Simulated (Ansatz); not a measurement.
Job for Ansatz (a program for electronic structure): U-PBE/cc-pVTZ on FGaH2 (SMILES [F][GaH2]), a point of a bond scan (R = 1.245 Å).

Ansatz 0.2 input:
```yaml
crystal:
  periodic: [false, false, false]
  atoms:
    - {symbol: Ga, position_ang: [-0.15314797, -0.29827289, 0.09911006]}
    - {symbol: H, position_ang: [0.46838607, -0.90592159, 0.99039326]}
    - {symbol: H, position_ang: [-1.47626948, -0.60250567, -0.66151679]}
    - {symbol: F, position_ang: [0.62223187, 1.21186655, -0.40267879]}
basis:
  gaussian:
    orbitals: cc-pVTZ
hamiltonian:
  xc: {name: PBE}
magnetization: {spin_polarized: true, initial_magnetization: 0}
```

Output:

```
WARN ansatz: RAYON_NUM_THREADS=1 ignored (pool sized by the plan → 1); use --threads N
Functional definition: PBE
integrals: 0.02 GiB planned
629 factors; their error is unknown
mean field: 0.28 GiB planned
mean field evaluation 1: about -55114.7035 eV, gradient 3.6e1 eV
mean field evaluation 2: about -55076.5298 eV, gradient 1.1e2 eV
mean field evaluation 4: about -55118.2590 eV, gradient 6.0e0 eV
mean field evaluation 8: about -55118.3218 eV, gradient 9.7e-2 eV
mean field evaluation 16: about -55118.3218 eV, gradient 2.8e-5 eV
mean field -55118.32181746 eV, -2025.5609662511 hartree, gradient 2.8e-5 eV, S^2 0.000000; 0 other end points of the search recorded, 0 dependent functions left out
reference -55118.32185710 eV, -2025.5609677079 hartree; 21, 21 occupied and 80, 80 virtual orbitals, 629 factors
Total energy: -55118.32185710 eV, -2025.5609677079 hartree
```

The calculation finished and met its thresholds.

Cost: very roughly 1.2 core-seconds.
